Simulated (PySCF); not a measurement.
TlH3 at several levels of theory

Computed with PySCF 2.14.0 (density fitting, no spin-orbit coupling) at the geometry relaxed with TPSS:

```xyz
4
TlH3 (singlet)
Tl    0.4821    0.0000    0.0000
H    -0.3961    0.0000    1.5253
H    -0.3961    0.0000   -1.5253
H     2.2419    0.0000    0.0000
```

| level | basis | state | HOMO (eV) | gap (eV) | charge on Tl1 (e) | dipole about the centre of mass (D) | largest force component (eV/Å) |
| --- | --- | --- | --- | --- | --- | --- | --- |
| TPSS | Tl def2-SVP with ECP60, H def2-SVP | singlet | -7.02 | 4.62 | 0.25 | 0.00 | 0.01 |
| TPSS | Tl def2-TZVP with ECP60, H def2-TZVP | singlet | -7.05 | 4.62 | 0.33 | 0.00 | 0.11 |
| TPSS | Tl x2c-SVPall, H x2c-SVPall | singlet | -7.05 | 4.63 | 0.38 | 0.00 | 0.08 |

Charges are Mulliken's, which hang on the basis. The relaxation used the grid (50, 194), these runs (75, 302) or, all-electron (x2c bases, spin-free X2C Hamiltonian), (99, 590).

Problem. Order these levels, in the first row's basis, by the HOMO–LUMO gap they give here, smallest first.
A. BLYP
B. CAM-B3LYP
C. wB97X
D. revPBE

Solution. A (4.19 eV), D (4.35 eV), B (8.27 eV), C (10.28 eV).

Problem. And their other results?

Solution. 
```
    level    state  HOMO (eV)  gap (eV)  charge on Tl1 (e)  dipole about the centre of mass (D)  largest force component (eV/Å)
CAM-B3LYP  singlet      -9.30      8.27               0.22                                 0.00                            0.21
     BLYP  singlet      -6.74      4.19               0.21                                 0.00                            0.20
    wB97X  singlet     -10.28     10.28               0.26                                 0.00                            0.20
   revPBE  singlet      -6.81      4.35               0.19                                 0.00                            0.13
```

In the first row's basis the gap widens with exact exchange: 4.2 to 4.6 eV for BLYP, revPBE, TPSS (none); 8.3 to 10.3 eV for CAM-B3LYP, wB97X (rising or full at long range).

No frequency check is given that shows the relaxed geometry to be a minimum.
